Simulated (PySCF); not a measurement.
# Correlation energy of Fe³⁺ (iron, charge +3)

[Ar] 3d5, high-spin 6S determinant. Calculation: PySCF 2.14, in x2c-TZVPPall (6s5p4d2f1g, 64 functions); scalar relativity by spin-free X2C-1e. Frozen: [Ar]; 5 electrons correlated.

```
  level  correlation energy (mhartree)
   CCSD                         -68.57
    (T)                          -0.44
CCSD(T)                         -69.01
```

Diagnostics: T1 = 0.0025, D1 = 0.0035, largest double amplitude 0.014.

Cost of the coupled-cluster step: about 3 core-seconds, for 5 correlated electrons.
